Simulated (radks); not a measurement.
The numbers below are computed, except where a source is named.
Problem. Spherical quantum dot in the effective-mass picture: electrons in a hard-walled sphere of radius 3.8, all in effective atomic units (hartree* = m*/eps^2 hartree, bohr* = eps/m* bohr), one dielectric constant everywhere. Level of theory: non-relativistic Kohn-Sham, r2SCAN, spin-polarised, spherical densities, generalised Kohn-Sham scheme (a radial shooting solver with Libxc functionals). Levels are named by radial order and angular momentum (1s, 1p, 1d, 2s, ...), and open shells are averaged over m. Results are scaled to m* = 0.037 and eps = 5.2, for which hartree* = 37.23 meV and bohr* = 7.437 nm. At N = 7 the configuration is 1s2 1p(up 3, down 2). Does electron 8 go into 1p down or 1d up or 1d down?

Solution. Into 1p down. The total energies of the other choices lie higher by 13.2 meV (1d up), 14.5 meV (1d down).
